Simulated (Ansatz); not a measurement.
F₃OTa, SMILES [O]=[Ta]([F])([F])[F] (connectivity only; charge and spin as stated), charge +1, multiplicity 2. Atoms are numbered in the order given.

```xyz
5

Ta     0.0163    -0.0093     0.0385
O      0.0153    -0.0088    -1.8598
F      1.5287    -0.8827     0.5610
F     -1.5174    -0.8268     0.5925
F     -0.0428     1.7277     0.5924
```
Charge +1, spin multiplicity 2.

Geometry optimised at B3LYP-D3(BJ)/def2-SVP. The multiplicity is an assumed one; other spin states were not compared. The isomer is the one that the SMILES or the coordinates give; other isomers of the formula were not compared. The def2 effective core potentials stand for the cores of Ta; spin–orbit coupling is left out.

Two levels are set side by side: PBE-D3(BJ)/def2-SVP (Ansatz, a quantum-chemistry and plane-wave program) and B3LYP-D3(BJ)/def2-SVP (Ansatz). Each level has its own optimised geometry; the coordinates shown are those of the second. Differences are taken from unrounded values.

```
quantity              B3LYP-D3(BJ)  PBE-D3(BJ)  PBE-D3(BJ) minus B3LYP-D3(BJ)
--------------------  ------------  ----------  -----------------------------
mean bond length (Å)         1.842       1.848                          0.006
bond Ta1–O2 (Å)              1.898       1.894                         -0.004
bond Ta1–F3 (Å)              1.823       1.834                          0.011
bond Ta1–F4 (Å)              1.824       1.833                          0.009
bond Ta1–F5 (Å)              1.824       1.833                          0.009
```

GGA bonds tend to be longer and softer than those of functionals with exact exchange. Differences between two approximate levels are no errors against the true value.
